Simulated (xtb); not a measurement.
xtb input for C4H12Si2, SMILES C=C(C)[SiH2][SiH2]C, GFN2-xTB. 

```
$ xtb mol.xyz --gfn 2 --sp --chrg 0 --uhf 0 --json
$ cat mol.xyz
18

C     -2.61954276    -0.97027173     0.74178254
C     -1.81137980    -0.26198507    -0.03384605
C     -2.24555226     1.05049479    -0.61240492
Si    -0.05099922    -0.81024387    -0.45079151
Si     1.47274620     0.75017390     0.33526007
C      3.24532885     0.08121196     0.19638502
H     -3.62011209    -0.64394715     0.98807953
H     -2.31670675    -1.91340725     1.16500352
H     -1.59744718     1.85058635    -0.25425451
H     -3.27359734     1.28643490    -0.34220147
H     -2.16728266     1.02595172    -1.69868707
H      0.13192095    -2.16130888     0.10072428
H      0.00726882    -0.96374360    -1.91639688
H      1.43022964     2.01710641    -0.41602812
H      1.24809886     1.12600492     1.74104201
H      3.97412508     0.80213535     0.55507948
H      3.49628129    -0.15349454    -0.83431694
H      3.36963954    -0.82803824     0.77789695
```

Program output:

```
[banner left out]
          |                Calculation Setup                |
           -------------------------------------------------



           -------------------------------------------------
          |                 G F N 2 - x T B                 |
           -------------------------------------------------

        Reference                      10.1021/acs.jctc.8b01176
      * Hamiltonian:
        H0-scaling (s, p, d)           1.850000    2.230000    2.230000
        zeta-weighting                 0.500000
      * Dispersion:
        s8                             2.700000
        a1                             0.520000
        a2                             5.000000
        s9                             5.000000
      * Repulsion:
        kExp                           1.500000    1.000000
        rExp                           1.000000
      * Coulomb:
        alpha                          2.000000
        third order                    shell-resolved
        anisotropic                    true
        a3                             3.000000
        a5                             4.000000
        cn-shift                       1.200000
        cn-exp                         4.000000
        max-rad                        5.000000


          ...................................................
          :                      SETUP                      :
          :.................................................:
          :  # basis functions                  48          :
          :  # atomic orbitals                  46          :
          :  # shells                           26          :
          :  # electrons                        36          :
          :  max. iterations                   250          :
          :  Hamiltonian                  GFN2-xTB          :
          :  restarted?                      false          :
          :  GBSA solvation                  false          :
          :  PC potential                    false          :
          :  electronic temp.          300.0000000     K    :
          :  accuracy                    1.0000000          :
          :  -> integral cutoff          0.2500000E+02      :
          :  -> integral neglect         0.1000000E-07      :
          :  -> SCF convergence          0.1000000E-05 Eh   :
          :  -> wf. convergence          0.1000000E-03 e    :
          :  Broyden damping             0.4000000          :
          :  net charge                          0          :
          :  unpaired electrons                  0          :
          ...................................................

 iter      E             dE          RMSdq      gap      omega  full diag
   1    -18.2630863 -0.182631E+02  0.477E+00    3.98       0.0  T
   2    -18.3532523 -0.901661E-01  0.231E+00    4.04       1.0  T
   3    -18.3536677 -0.415352E-03  0.179E+00    3.75       1.0  T
   4    -18.3565557 -0.288802E-02  0.966E-01    3.87       1.0  T
   5    -18.3542811  0.227456E-02  0.595E-01    3.87       1.0  T
   6    -18.3575350 -0.325389E-02  0.364E-01    3.89       1.0  T
   7    -18.3576675 -0.132412E-03  0.109E-01    3.90       1.0  T
   8    -18.3576754 -0.790231E-05  0.454E-02    3.91       1.0  T
   9    -18.3576779 -0.255116E-05  0.204E-02    3.91       1.2  T
  10    -18.3576783 -0.424750E-06  0.548E-03    3.91       4.3  T
  11    -18.3576783 -0.142160E-07  0.223E-03    3.91      10.6  T
  12    -18.3576784 -0.444339E-08  0.888E-04    3.91      26.5  T
  13    -18.3576784 -0.695145E-09  0.300E-04    3.91      78.7  T

   *** convergence criteria satisfied after 13 iterations ***

         #    Occupation            Energy/Eh            Energy/eV
      -------------------------------------------------------------
         1        2.0000           -0.7589466             -20.6520
       ...           ...                  ...                  ...
        12        2.0000           -0.4367117             -11.8835
        13        2.0000           -0.4247513             -11.5581
        14        2.0000           -0.4189608             -11.4005
        15        2.0000           -0.4066284             -11.0649
        16        2.0000           -0.3968911             -10.8000
        17        2.0000           -0.3882058             -10.5636
        18        2.0000           -0.3604687              -9.8089 (HOMO)
        19                         -0.2166567              -5.8955 (LUMO)
        20                         -0.1970830              -5.3629
        21                         -0.1951066              -5.3091
        22                         -0.1629612              -4.4344
        23                         -0.1511764              -4.1137
       ...                                ...                  ...
        46                          0.7906220              21.5139
      -------------------------------------------------------------
                  HL-Gap            0.1438120 Eh            3.9133 eV
             Fermi-level           -0.2885627 Eh           -7.8522 eV

 SCC (total)                   0 d,  0 h,  0 min,  0.015 sec
 SCC setup                      ...        0 min,  0.000 sec (  0.692%)
 Dispersion                     ...        0 min,  0.000 sec (  0.666%)
 classical contributions        ...        0 min,  0.000 sec (  0.228%)
 integral evaluation            ...        0 min,  0.002 sec ( 15.410%)
 iterations                     ...        0 min,  0.007 sec ( 48.166%)
 molecular gradient             ...        0 min,  0.005 sec ( 34.087%)
 printout                       ...        0 min,  0.000 sec (  0.681%)

         :::::::::::::::::::::::::::::::::::::::::::::::::::::
         ::                     SUMMARY                     ::
         :::::::::::::::::::::::::::::::::::::::::::::::::::::
         :: total energy             -18.084694897232 Eh    ::
         :: gradient norm              0.000107003032 Eh/a0 ::
         :: HOMO-LUMO gap              3.913324485692 eV    ::
         ::.................................................::
         :: SCC energy               -18.357640745230 Eh    ::
         :: -> isotropic ES            0.023290494272 Eh    ::
         :: -> anisotropic ES          0.005434177466 Eh    ::
         :: -> anisotropic XC          0.011795323598 Eh    ::
         :: -> dispersion             -0.012527996878 Eh    ::
         :: repulsion energy           0.272945847998 Eh    ::
         :: add. restraining           0.000000000000 Eh    ::
         :: total charge               0.000000000000 e     ::
         :::::::::::::::::::::::::::::::::::::::::::::::::::::

           -------------------------------------------------
          |                Property Printout                |
           -------------------------------------------------

    * Orbital Energies and Occupations

         #    Occupation            Energy/Eh            Energy/eV
      -------------------------------------------------------------
         1        2.0000           -0.7589466             -20.6520
       ...           ...                  ...                  ...
         6        2.0000           -0.5211016             -14.1799
         7        2.0000           -0.4855751             -13.2132
         8        2.0000           -0.4810500             -13.0900
         9        2.0000           -0.4728233             -12.8662
        10        2.0000           -0.4672014             -12.7132
        11        2.0000           -0.4653885             -12.6639
        12        2.0000           -0.4367117             -11.8835
        13        2.0000           -0.4247513             -11.5581
        14        2.0000           -0.4189608             -11.4005
        15        2.0000           -0.4066284             -11.0649
        16        2.0000           -0.3968911             -10.8000
        17        2.0000           -0.3882058             -10.5636
        18        2.0000           -0.3604687              -9.8089 (HOMO)
        19                         -0.2166567              -5.8955 (LUMO)
        20                         -0.1970830              -5.3629
        21                         -0.1951066              -5.3091
        22                         -0.1629612              -4.4344
        23                         -0.1511764              -4.1137
        24                         -0.1298194              -3.5326
        25                         -0.1171070              -3.1866
        26                         -0.0701725              -1.9095
        27                         -0.0621034              -1.6899
        28                         -0.0134746              -0.3667
        29                          0.0121880               0.3317
       ...                                ...                  ...
        46                          0.7906220              21.5139
      -------------------------------------------------------------
                  HL-Gap            0.1438120 Eh            3.9133 eV
             Fermi-level           -0.2885627 Eh           -7.8522 eV

     #   Z          covCN         q      C6AA      α(0)
     1   6 C        2.859    -0.095    30.379     9.034
     2   6 C        2.834    -0.102    30.573     9.061
     3   6 C        3.770    -0.105    22.546     6.767
     4  14 Si       3.681     0.371   100.520    19.208
     5  14 Si       3.647     0.372   100.769    19.248
     6   6 C        3.650    -0.201    24.835     7.159
     7   1 H        0.926     0.024     2.669     2.555
     8   1 H        0.926     0.019     2.743     2.590
     9   1 H        0.925     0.028     2.612     2.527
    10   1 H        0.925     0.037     2.487     2.466
    11   1 H        0.925     0.033     2.538     2.491
    12   1 H        0.916    -0.111     5.963     3.819
    13   1 H        0.915    -0.106     5.793     3.764
    14   1 H        0.915    -0.110     5.918     3.805
    15   1 H        0.916    -0.108     5.856     3.785
    16   1 H        0.925     0.022     2.702     2.571
    17   1 H        0.925     0.015     2.805     2.619
    18   1 H        0.925     0.015     2.803     2.618

 Mol. C6AA /au·bohr⁶  :       3995.792624
 Mol. C8AA /au·bohr⁸  :     128141.989128
 Mol. α(0) /au        :        106.087729


Wiberg/Mayer (AO) data.
largest (>0.10) Wiberg bond orders for each atom

 ---------------------------------------------------------------------------
     #   Z sym  total        # sym  WBO       # sym  WBO       # sym  WBO
 ---------------------------------------------------------------------------
     1   6 C    3.990 --     2 C    1.949     8 H    0.981     7 H    0.971
     2   6 C    3.962 --     1 C    1.949     3 C    1.041     4 Si   0.886
     3   6 C    3.996 --     2 C    1.041    10 H    0.981    11 H    0.977
                             9 H    0.975
     4  14 Si   3.630 --    13 H    0.890    12 H    0.889     2 C    0.886
                             5 Si   0.831
     5  14 Si   3.653 --     6 C    0.915    14 H    0.893    15 H    0.893
                             4 Si   0.831
     6   6 C    3.972 --    18 H    0.992    17 H    0.992    16 H    0.992
                             5 Si   0.915
     7   1 H    0.998 --     1 C    0.971
     8   1 H    1.000 --     1 C    0.981
     9   1 H    0.999 --     3 C    0.975
    10   1 H    0.999 --     3 C    0.981
    11   1 H    0.999 --     3 C    0.977
    12   1 H    0.988 --     4 Si   0.889
    13   1 H    0.989 --     4 Si   0.890
    14   1 H    0.988 --     5 Si   0.893
    15   1 H    0.988 --     5 Si   0.893
    16   1 H    0.999 --     6 C    0.992
    17   1 H    1.000 --     6 C    0.992
    18   1 H    1.000 --     6 C    0.992
 ---------------------------------------------------------------------------

Topologies differ in total number of bonds
Note: The following floating-point exceptions are signalling: IEEE_UNDERFLOW_FLAG IEEE_DENORMAL
normal termination of xtb
Writing topology from bond orders to xtbtopo.mol

molecular dipole:
                 x           y           z       tot (Debye)
 q only:        0.117       0.101      -0.100
   full:        0.150       0.091      -0.047       0.462
molecular quadrupole (traceless):
                xx          xy          yy          xz          yz          zz
 q only:       -3.059      -1.377       1.207       0.051      -0.406       1.853
  q+dip:       -0.367      -1.915      -0.533      -0.760      -1.942       0.899
   full:        0.848      -2.526      -1.188      -0.439      -1.606       0.340


           -------------------------------------------------
          | TOTAL ENERGY              -18.084694897232 Eh   |
          | GRADIENT NORM               0.000107003032 Eh/α |
          | HOMO-LUMO GAP               3.913324485692 eV   |
           -------------------------------------------------

------------------------------------------------------------------------
------------------------------------------------------------------------
 total:
 SCF:
```

The run converged.

Cost: around 0.04 core-seconds (rough).
